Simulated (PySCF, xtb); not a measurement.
tetrafluoroborate (BF₄), SMILES F[B-](F)(F)F, charge -1.

GFN2-xTB (xtb) at its own geometry gives an orbital gap of 21.75 eV.

Geometry optimised at B3LYP-D3(BJ)/def2-SVPD.

Task: What does B3LYP/def2-TZVPD run with PySCF give? (An estimate is asked for; the answer gives what the named calculation found.)

Result: gap 8.48 eV (levels -4.51 and 3.97 eV).
